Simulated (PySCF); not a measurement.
Si(H)(F)(Cl)(Me) (CH4ClFSi), SMILES [SiH](Cl)(C)F. Geometry: ωB97X-D3(BJ)/def2-SVP.

The numbers are results of ωB97X-D3(BJ)/def2-SVP (PySCF), not measurements.

Harmonic wavenumbers (cm⁻¹): 152, 192, 241, 285, 554, 690, 746, 779, 860, 901, 952, 1294, 1435, 1435, 2317, 3073, 3179, 3184. Rotational constants (GHz): 6.018, 3.290, 2.381; symmetry number 1.

Work out the zero-point energy and the ideal-gas rigid-rotor harmonic-oscillator thermochemistry at 298.15 K and 1 atm.

ZPE = ½ Σ hcν = ½ × 22269 cm⁻¹ = 31.83 kcal/mol. H − E(el) = 35.97 kcal/mol. Entropy in cal/(mol K): translation 39.68, rotation 26.32, vibration 9.96, total 75.96. G − E(el) = 13.33 kcal/mol. Cp = 20.42 cal/(mol K).
